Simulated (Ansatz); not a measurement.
`[NH2][Ga]([NH2])[O][SiH3]` + `OB(O)S` → `OB(S)O[SiH3]` + `[NH2][Ga]([NH2])[OH]`  (ligand exchange at the Si–O bond)

Calculated with Ansatz (gas phase, PBE0-D4/def2-TZVP geometries, no zero-point term in ΔE). CCSD(T)/CBS adds triple-zeta CCSD(T) − MP2 to the extrapolated MP2 energy (def2 sets, frozen cores). DFT in def2-TZVPP. B3LYP here is the variant with VWN-RPA as its local correlation; programs differ in this. For Ga outer-core shells are correlated without core-valence functions, which leaves a few kJ/mol of doubt a bond. Scalar relativity is left out up to krypton. Each species was taken in one conformer, which may not be the lowest.

```csv
level,ΔE (kJ/mol),difference from CCSD(T)/CBS
LDA (SPW92),15.9,-3.0
BLYP-D4,16.6,-2.3
B97M-V,21.1,2.2
B3LYP-D4,19.1,0.2
r2SCANh-D4,20.1,1.2
ωB97X-V,20.6,1.7
revPBE,18.1,-0.8
BHLYP,22.2,3.3
CAM-B3LYP,20.5,1.6
SCS-MP2/def2-QZVPP,20.2,1.3
CCSD(T)/CBS,18.9,0
```

Largest T1 diagnostic among the species: 0.013.

From BLYP to BHLYP (50 % exact exchange), in def2-TZVPP and without D4, ΔE moves by +5.0 kJ/mol. In def2-TZVPP, CCSD(T) changes the Hartree–Fock value by −5.1 kJ/mol (the triples alone add −1.0 kJ/mol) and MP2 by −6.0 kJ/mol. Leaving LDA and LC-ωPBE aside and taking each functional with its dispersion term where it has one, the values, not all of them listed here, spread over 6.2 kJ/mol, from BLYP-D4 to BHLYP-D4.

CCSD(T)/CBS has its own doubt, a few kJ/mol and more with outer-core shells, so smaller differences from it don't rank the levels.
